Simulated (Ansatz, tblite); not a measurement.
Spin states of the cluster Si₂Se₄, each relaxed with PBE0-D4/def2-SVP in Ansatz. Electronic energies in the gas phase.

The xTB rows come from tblite. Correlated methods freeze 46 core orbitals; core or outer-core shells of Se are correlated, in sets that lack core-valence functions. The structure comes from a short search, and lower isomers may exist.

Singlet geometry (D2h within 0.1 Å):

Cartesian coordinates in Å:
```
Si -0.9681 0.9671 -0.5256
Si 0.9679 -0.9679 0.5245
Se 1.0895 0.3825 -1.3000
Se -2.3326 2.3334 -1.2696
Se -1.0889 -0.3817 1.3004
Se 2.3321 -2.3335 1.2703
```

Triplet geometry:

```xyz
6

Si   -0.685    0.192   -1.121
Si    0.770    0.495    1.440
Se   -1.513    0.584    0.934
Se   -1.662    0.034   -2.946
Se    1.543    0.065   -0.714
Se    1.547   -1.369    2.407
```

Quintet geometry (Ci within 0.1 Å):

Cartesian coordinates in Å:
```
Si -0.692 -1.324 0.083
Si 0.692 1.324 -0.083
Se -1.526 0.719 -0.656
Se -0.915 -2.181 -1.951
Se 1.526 -0.719 0.656
Se 0.915 2.181 1.951
```

⟨S²⟩: triplet 2.01 at PBE0-D4/def2-TZVP (pure 2.00), quintet 6.02 at PBE0-D4/def2-TZVP (pure 6.00).

Only these spin states were relaxed.

```csv
level,triplet − singlet (kcal/mol),quintet − singlet (kcal/mol),lowest of these
GFN1-xTB,70.7,141.8,singlet
GFN2-xTB,33.7,70.7,singlet
HF/STO-3G,10.7,35.6,singlet
HF/def2-TZVP,24.1,58.5,singlet
LDA (SPW92)/def2-TZVP,39.1,76.8,singlet
PBE-D4/def2-TZVP,34.8,69.2,singlet
r2SCAN-D4/def2-TZVP,35.9,73.0,singlet
PBE0-D4/def2-TZVP,36.7,74.8,singlet
MP2/def2-TZVP,47.0,98.8,singlet
```

Change of the quintet − singlet gap on mixing in exact exchange, in kcal/mol: PBE to PBE0 (25 % exact exchange) 5.5.

The xTB methods have no spin-polarisation term.
